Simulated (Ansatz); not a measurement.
A first, cheap relaxation of CH$_{8}$OSSi$_{2}$, SMILES `[SiH3]OC[SiH2]S`.

```yaml
crystal:
  periodic: [false, false, false]
  atoms:
    - {symbol: Si, position_ang: [-2.236800, 0.085100, -0.564900]}
    - {symbol: O, position_ang: [-0.855500, -0.067100, 0.246400]}
    - {symbol: C, position_ang: [0.324000, -0.243700, -0.519800]}
    - {symbol: Si, position_ang: [2.010700, -0.393600, 0.507100]}
    - {symbol: S, position_ang: [2.145600, 1.336200, 1.725700]}
    - {symbol: H, position_ang: [-2.517100, -1.054400, -1.417200]}
    - {symbol: H, position_ang: [-2.150200, 1.323500, -1.448200]}
    - {symbol: H, position_ang: [-3.355400, 0.317300, 0.384500]}
    - {symbol: H, position_ang: [0.495100, 0.623200, -1.143900]}
    - {symbol: H, position_ang: [0.270700, -1.153700, -1.090100]}
    - {symbol: H, position_ang: [3.111600, -0.506800, -0.358200]}
    - {symbol: H, position_ang: [1.901100, -1.589700, 1.410800]}
    - {symbol: H, position_ang: [0.876700, 1.288900, 2.282700]}
basis:
  gaussian: {orbitals: def2-SVP}
hamiltonian: {xc: pbe, dispersion: d4}
relax: {f_tol: 0.03, max_steps: 200}
```

```sh
$ ansatz run in.yaml --threads 4 --pin off --events-out ev --progress --plain
```

Shortened log:

```
Functional definition: PBE
  name "PBE"
  cite "Perdew, Burke & Ernzerhof, Phys. Rev. Lett. 77, 3865 (1996) doi:10.1103/PhysRevLett.77.3865"
  parent pbe
  parameter kappa = 0.804
  parameter beta = 0.06672455060314922
  exchange = pbe_x(kappa = kappa, mu = beta*pi^2/3)
  correlation = pbe_c(beta = beta)
mean field -29777.96483414 eV, -1094.3200234250 hartree, gradient 4.0e-5 eV, S^2 0.000000; 0 other end points of the search recorded, 0 dependent functions left out
the calculation of the forces begins
relax step   1: F+E_penalty+E_count = -29778.28180013 eV  Δ(F+E_penalty+E_count) = +0.000e0 eV  max|allowed force component| = 3.178e0 eV/Å  Δτ_max = 0.0000 Å  (28 SCF iters, accepted)
these checks for a lower state are left out or cut short: starts, cluster_reference, orbital_swaps, neighbouring_geometries, increment
mean field -29778.27864679 eV, -1094.3315558274 hartree, gradient 2.2e-5 eV, S^2 0.000000; 0 other end points of the search recorded, 0 dependent functions left out
the calculation of the forces begins
relax step   2: F+E_penalty+E_count = -29778.59438414 eV  Δ(F+E_penalty+E_count) = -3.126e-1 eV  max|allowed force component| = 1.304e0 eV/Å  Δτ_max = 0.1495 Å  (29 SCF iters, accepted)
these checks for a lower state are left out or cut short: starts, cluster_reference, orbital_swaps, neighbouring_geometries, increment
mean field -29778.42234093 eV, -1094.3368364895 hartree, gradient 2.0e-5 eV, S^2 0.000000; 0 other end points of the search recorded, 0 dependent functions left out
the calculation of the forces begins
relax step   3: F+E_penalty+E_count = -29778.73884737 eV  Δ(F+E_penalty+E_count) = -1.445e-1 eV  max|allowed force component| = 6.448e-1 eV/Å  Δτ_max = 0.1163 Å  (29 SCF iters, accepted)
these checks for a lower state are left out or cut short: starts, cluster_reference, orbital_swaps, neighbouring_geometries, increment
mean field -29778.44349807 eV, -1094.3376140000 hartree, gradient 2.0e-5 eV, S^2 0.000000; 0 other end points of the search recorded, 0 dependent functions left out
the calculation of the forces begins
relax step   4: F+E_penalty+E_count = -29778.75985471 eV  Δ(F+E_penalty+E_count) = -2.101e-2 eV  max|allowed force component| = 3.742e-1 eV/Å  Δτ_max = 0.0661 Å  (29 SCF iters, accepted)
these checks for a lower state are left out or cut short: starts, cluster_reference, orbital_swaps, neighbouring_geometries, increment
mean field -29778.45452004 eV, -1094.3380190499 hartree, gradient 2.3e-5 eV, S^2 0.000000; 0 other end points of the search recorded, 0 dependent functions left out
the calculation of the forces begins
relax step   5: F+E_penalty+E_count = -29778.77181245 eV  Δ(F+E_penalty+E_count) = -1.196e-2 eV  max|allowed force component| = 2.684e-1 eV/Å  Δτ_max = 0.1289 Å  (29 SCF iters, accepted)
these checks for a lower state are left out or cut short: starts, cluster_reference, orbital_swaps, neighbouring_geometries, increment
mean field -29778.46037907 eV, -1094.3382343655 hartree, gradient 2.0e-5 eV, S^2 0.000000; 0 other end points of the search recorded, 0 dependent functions left out
the calculation of the forces begins
relax step   6: F+E_penalty+E_count = -29778.77978303 eV  Δ(F+E_penalty+E_count) = -7.971e-3 eV  max|allowed force component| = 1.502e-1 eV/Å  Δτ_max = 0.1301 Å  (29 SCF iters, accepted)
these checks for a lower state are left out or cut short: starts, cluster_reference, orbital_swaps, neighbouring_geometries, increment
mean field -29778.46282084 eV, -1094.3383240988 hartree, gradient 2.1e-5 eV, S^2 0.000000; 0 other end points of the search recorded, 0 dependent functions left out
the calculation of the forces begins
relax step   7: F+E_penalty+E_count = -29778.78345315 eV  Δ(F+E_penalty+E_count) = -3.670e-3 eV  max|allowed force component| = 1.073e-1 eV/Å  Δτ_max = 0.0392 Å  (30 SCF iters, accepted)
these checks for a lower state are left out or cut short: starts, cluster_reference, orbital_swaps, neighbouring_geometries, increment
mean field -29778.46329317 eV, -1094.3383414565 hartree, gradient 2.2e-5 eV, S^2 0.000000; 0 other end points of the search recorded, 0 dependent functions left out
the calculation of the forces begins
relax step   8: F+E_penalty+E_count = -29778.78566520 eV  Δ(F+E_penalty+E_count) = -2.212e-3 eV  max|allowed force component| = 8.641e-2 eV/Å  Δτ_max = 0.0611 Å  (30 SCF iters, accepted)
these checks for a lower state are left out or cut short: starts, cluster_reference, orbital_swaps, neighbouring_geometries, increment
mean field -29778.46324287 eV, -1094.3383396082 hartree, gradient 2.3e-5 eV, S^2 0.000000; 0 other end points of the search recorded, 0 dependent functions left out
the calculation of the forces begins
relax step   9: F+E_penalty+E_count = -29778.78649688 eV  Δ(F+E_penalty+E_count) = -8.317e-4 eV  max|allowed force component| = 6.855e-2 eV/Å  Δτ_max = 0.0531 Å  (30 SCF iters, accepted)
these checks for a lower state are left out or cut short: starts, cluster_reference, orbital_swaps, neighbouring_geometries, increment
mean field -29778.46214218 eV, -1094.3382991586 hartree, gradient 2.3e-5 eV, S^2 0.000000; 0 other end points of the search recorded, 0 dependent functions left out
the calculation of the forces begins
relax step  10: F+E_penalty+E_count = -29778.78669907 eV  Δ(F+E_penalty+E_count) = -2.022e-4 eV  max|allowed force component| = 6.475e-2 eV/Å  Δτ_max = 0.0553 Å  (30 SCF iters, accepted)
these checks for a lower state are left out or cut short: starts, cluster_reference, orbital_swaps, neighbouring_geometries, increment
mean field -29778.46306012 eV, -1094.3383328922 hartree, gradient 2.3e-5 eV, S^2 0.000000; 0 other end points of the search recorded, 0 dependent functions left out
the calculation of the forces begins
relax step  11: F+E_penalty+E_count = -29778.78692170 eV  Δ(F+E_penalty+E_count) = -2.226e-4 eV  max|allowed force component| = 6.235e-2 eV/Å  Δτ_max = 0.0553 Å  (29 SCF iters, accepted)
these checks for a lower state are left out or cut short: starts, cluster_reference, orbital_swaps, neighbouring_geometries, increment
mean field -29778.46380153 eV, -1094.3383601384 hartree, gradient 2.2e-5 eV, S^2 0.000000; 0 other end points of the search recorded, 0 dependent functions left out
the calculation of the forces begins
relax step  12: F+E_penalty+E_count = -29778.78753553 eV  Δ(F+E_penalty+E_count) = -6.138e-4 eV  max|allowed force component| = 2.151e-2 eV/Å  Δτ_max = 0.0381 Å  (28 SCF iters, accepted)
mean field -29778.46380153 eV, -1094.3383601384 hartree, gradient 2.2e-5 eV, S^2 0.000000; 1 other end points of the search recorded, 0 dependent functions left out
the calculation of the forces begins
Total energy: -29778.78757581 eV, -1094.3502586237 hartree
Atom 0 at    -2.222649     0.177190    -0.486392 Å, force    -0.002941     0.003657     0.003147 eV/Å
Atom 1 at    -0.692115    -0.017651     0.202322 Å, force    -0.016464    -0.001708     0.010523 eV/Å
Atom 2 at     0.459684    -0.261609    -0.607913 Å, force     0.005997     0.017764    -0.004515 eV/Å
Atom 3 at     1.954068    -0.420705     0.572797 Å, force     0.017830    -0.005179     0.002410 eV/Å
Atom 4 at     1.910001     1.306330     1.864041 Å, force     0.015493    -0.013650    -0.009505 eV/Å
Atom 5 at    -2.627107    -1.063317    -1.241291 Å, force    -0.000059    -0.002120     0.001570 eV/Å
Atom 6 at    -2.229701     1.343368    -1.441879 Å, force    -0.000973     0.001956    -0.001718 eV/Å
Atom 7 at    -3.154760     0.425478     0.659356 Å, force     0.000260    -0.000504    -0.001224 eV/Å
Atom 8 at     0.639677     0.573924    -1.326509 Å, force    -0.005723    -0.007152    -0.006013 eV/Å
Atom 9 at     0.347065    -1.196401    -1.209677 Å, force     0.003891     0.003871    -0.007981 eV/Å
Atom 10 at     3.245578    -0.402712    -0.196032 Å, force     0.004584     0.000718     0.001498 eV/Å
Atom 11 at     1.844246    -1.722713     1.320205 Å, force    -0.000381     0.004724     0.013254 eV/Å
Atom 12 at     0.546513     1.224018     1.905873 Å, force    -0.021515    -0.002377    -0.001446 eV/Å
Dipole moment:    -0.245426    -0.147537    -0.356538 e Å
```

It took 25 s on 4 threads of a server CPU on a shared host, with 0.17 GiB of host memory at the peak.
